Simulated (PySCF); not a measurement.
Compound: (Cl)3Si-O-SiH3.
Bonds: Si1–Cl2, Si1–Cl3, Si1–Cl4, Si1–O5, O5–Si6. Hydrogens: H7, H8, H9 on Si6.

Lines to be assigned: O 1s: 538.86 eV; Si 1s: 1848.18 (area 1), 1850.23 (area 1) eV; Si 2p3/2: 108.27 (area 1), 109.94 (area 1) eV; Cl 1s: 2829.21 eV; Cl 2p3/2: 206.63 eV.

Theory: delta-SCF UKS SCAN, pcX-2 on the ionised atom, pcseg-1 elsewhere, spin-free X2C (PySCF). Geometry: PBE0-D3(BJ)/def2-SVP; no solvent, vibrations or thermal averaging.

Task: Which silicon gives which Si 1s line?

Result: 1848.18 eV: Si6 (silicon bonded to O and 3 H); 1850.23 eV: Si1 (silicon bonded to 3 Cl and O). The listed Si 1s values span 2.05 eV, from Si6 (bonded to O and 3 H) to Si1 (bonded to O and 3 Cl).

Task: Assign the Si 2p3/2 lines to atoms.

Result: 108.27 eV: Si6 (silicon bonded to O and 3 H); 109.94 eV: Si1 (silicon bonded to 3 Cl and O). Lowest listed Si 2p3/2: Si6, bonded to O and 3 H. Highest, 1.67 eV above it: Si1, bonded to O and 3 Cl.

Bonded neighbours of each site: Si1: O and 3 Cl; Cl2/Cl3/Cl4: Si; O5: 2 Si; Si6: O and 3 H.

Task: Which photon energy gives electrons from Cl 1s of Cl2 (atom 2)/Cl3/Cl4 a kinetic energy of 50 eV, and what is their de Broglie wavelength?

Result: hν = 2829.21 + 50 = 2879.21 eV, recoil neglected; λ = 12.264 Å/√(E/eV) = 1.73 Å.

Topologically equivalent atoms share the value of their first member; where this conformer doesn't relate them by symmetry, their own values could differ. Spin–orbit coupling isn't in the SCF: each 2p doublet comes from a relaxed spin-free hole plus a matrix of the shell (mean-field spin–orbit coupling and the ground-state 2p splitting), with 2p3/2 averaged over its two sublevels. 2p1/2 minus 2p3/2 (ligand field included): Si 0.63 eV, Cl 1.65 eV.

On one thread, Arm Neoverse V1 (aarch64), no GPU, on a shared host, this took 33 s of wall time and 0.56 GiB of memory at its peak.
